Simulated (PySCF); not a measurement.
**Computed vibrations of [Gd(CH3)2]+**

[Gd(CH3)2]+ (singlet in the valence; each metal's 4f electrons, 7 of them, lie in its core potential, out of spins and levels). PySCF 2.14.0, RKS PBE0, Gd lcecp-1-SVP with ECP53, C def2-SVP, H def2-SVP; non-relativistic Hamiltonian with scalar-relativistic core potentials where named; density fitting; no spin-orbit coupling. Central differences of gradients.

```xyz
9

Gd    0.0000    0.0000    0.0000
C     0.0000    0.0000    2.3963
H    -0.8747   -0.5049    2.8602
H     0.8747   -0.5049    2.8602
H     0.0000    1.0100    2.8602
C     0.0000    0.0000   -2.3963
H    -0.8747    0.5049   -2.8602
H     0.8747    0.5049   -2.8602
H     0.0000   -1.0100   -2.8602
```

Run from Python with OMP_NUM_THREADS=2. Where DIIS fails, smearing, a level shift and second-order steps follow.
It took 35 s on 2 threads of Arm Neoverse V2, with other jobs on the host.

(1) What are the harmonic wavenumbers and infrared intensities?

(2) Is this a minimum?

An lcecp potential fixes the number of 4f electrons, so in runs with it no electron can move into or out of that shell.

Results:

(1) Modes are labelled in D3d; negative numbers are unstable modes, those under 60 cm⁻¹ near the noise; a finer grid moves soft modes by up to 10 cm⁻¹.
```tsv
cm⁻¹	km/mol	symmetry
-530	–	eu
-530	–	eu
28	0.0	a1u
112	3.9	eu
112	3.9	eu
253	0.0	eg
253	0.0	eg
372	354.9	a2u
464	0.0	a1g
1180	0.0	a1g
1180	148.9	a2u
1352	6.0	eu
1352	6.0	eu
1365	0.0	eg
1365	0.0	eg
2974	61.1	a2u
2978	0.0	a1g
3053	0.0	eu
3053	0.0	eu
3056	0.0	eg
3056	0.0	eg
```

(2) No: 2 unstable; the lowest moves the atoms so:
```
Gd   0.00  0.03  0.00
C   -0.01 -0.20  0.00
H    0.02  0.05  0.29
H   -0.02  0.04  0.26
H    0.00  0.08 -0.55
C   -0.01 -0.20  0.00
H   -0.02  0.04  0.26
H    0.02  0.05  0.29
H    0.00  0.08 -0.55
```
